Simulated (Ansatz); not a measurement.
Total energies of C2H9ClFNSi2, SMILES `CN([SiH2]Cl)[SiH](C)F`.

Cartesian coordinates in Å:
```
C 1.023 1.172 -0.459
N 0.231 0.311 0.425
Si 0.160 0.771 2.074
Cl 1.991 0.602 3.010
Si -0.340 -1.197 -0.175
C -1.225 -1.020 -1.793
F 0.889 -2.196 -0.435
H 2.080 0.890 -0.462
H 0.954 2.216 -0.141
H 0.652 1.122 -1.485
H -0.194 2.207 2.165
H -0.794 -0.103 2.784
H -1.180 -1.796 0.886
H -1.613 -1.992 -2.110
H -0.565 -0.657 -2.583
H -2.067 -0.330 -1.701
```

Charge 0, multiplicity 1. Geometry: relaxed with PBE0-D4/def2-TZVP. It is one conformer, not always the lowest. Basis def2-TZVPP, Ansatz.

RPA on PBE orbitals: Hartree–Fock energy of these orbitals -1272.47044 Eh, correlation -2.05832 Eh (frozen core).

```json
{"functional": "PBE", "kind": "GGA", "energy without D4 (Eh)": "-1274.95090", "D4 term (kJ/mol)": "-44.3"}
{"functional": "r2SCAN", "kind": "meta-GGA", "energy without D4 (Eh)": "-1275.52446", "D4 term (kJ/mol)": "-11.6"}
{"functional": "B97M-V", "kind": "meta-GGA with VV10", "energy without D4 (Eh)": "-1275.42023", "D4 term (kJ/mol)": "–"}
{"functional": "PBE0", "kind": "global hybrid, 25 % exact exchange", "energy without D4 (Eh)": "-1275.07035", "D4 term (kJ/mol)": "-38.1"}
{"functional": "B3LYP", "kind": "global hybrid, 20 %", "energy without D4 (Eh)": "-1275.78914", "D4 term (kJ/mol)": "-70.9"}
{"functional": "r2SCANh", "kind": "meta-GGA hybrid, 10 %", "energy without D4 (Eh)": "-1275.51009", "D4 term (kJ/mol)": "-12.4"}
{"functional": "r2SCAN0", "kind": "meta-GGA hybrid, 25 %", "energy without D4 (Eh)": "-1275.49011", "D4 term (kJ/mol)": "-13.7"}
{"functional": "HSE06 (plane-wave form)", "kind": "screened hybrid", "energy without D4 (Eh)": "-1275.03740", "D4 term (kJ/mol)": "-35.7"}
{"functional": "BHLYP", "kind": "global hybrid, 50 %", "energy without D4 (Eh)": "-1275.61346", "D4 term (kJ/mol)": "-55.7"}
{"functional": "LC-ωPBE", "kind": "long-range corrected hybrid", "energy without D4 (Eh)": "-1275.28708", "D4 term (kJ/mol)": "–"}
{"functional": "ωB97X-V", "kind": "range-separated hybrid GGA with VV10", "energy without D4 (Eh)": "-1275.49947", "D4 term (kJ/mol)": "–"}
{"functional": "ωB97M-V", "kind": "range-separated hybrid meta-GGA with VV10", "energy without D4 (Eh)": "-1275.57268", "D4 term (kJ/mol)": "–"}
{"functional": "B2PLYP", "kind": "double hybrid", "energy without D4 (Eh)": "-1275.18592", "D4 term (kJ/mol)": "–"}
{"functional": "PBE-QIDH", "kind": "double hybrid", "energy without D4 (Eh)": "-1274.79760", "D4 term (kJ/mol)": "–"}
```

Task: Give the same for LDA (SPW92), revPBE, BLYP, CAM-B3LYP. (Estimate.)

Result: The calculation gave: 
```csv
functional,kind,energy without D4 (Eh),D4 term (kJ/mol)
LDA (SPW92),LDA,-1270.06158,–
revPBE,GGA,-1275.42679,-124.8
BLYP,GGA,-1275.63067,-94.8
CAM-B3LYP,range-separated hybrid,-1275.66341,-39.0
```

B3LYP takes the VWN-RPA correlation (the form of Gaussian; ORCA's B3LYP/G). HSE06 is the plane-wave form, built on full-range PBE exchange. The double hybrids freeze the cores in their second-order part.

LC-ωPBE has ω = 0.4 bohr⁻¹.
